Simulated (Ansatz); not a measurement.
C2H6ClFSi (`C[SiH](F)CCl`) at its PBE0-D4/def2-TZVP geometry, where that method's forces vanish. The species carries charge 0 and has multiplicity 1.

```xyz
11

C    -0.1393    1.5109   -0.4266
Si    0.7348   -0.0896   -0.1157
F     1.9124    0.1497    0.9508
C    -0.4104   -1.3780    0.6266
Cl   -1.6709   -1.7312   -0.5930
H     0.5435    2.2465   -0.8574
H    -0.5444    1.9221    0.5014
H    -0.9655    1.3607   -1.1252
H     1.3503   -0.6480   -1.3431
H    -0.9122   -1.0298    1.5300
H     0.1017   -2.3134    0.8523
```

Question: What forces (eV/Å) does ωB97M-V/def2-TZVPP give on these atoms in the Gaussian-basis code of Ansatz? (An estimate is asked.)

Answer: The calculation gave: 
```
C1  -0.019  0.018 -0.007
Si2 -0.062 -0.088 -0.209
F3   0.087  0.023  0.088
C4   0.128  0.008  0.181
Cl5 -0.106 -0.015 -0.118
H6  -0.048 -0.051  0.032
H7   0.026 -0.029 -0.064
H8   0.052  0.015  0.048
H9  -0.075  0.060  0.132
H10  0.055 -0.032 -0.073
H11 -0.038  0.090 -0.010
```
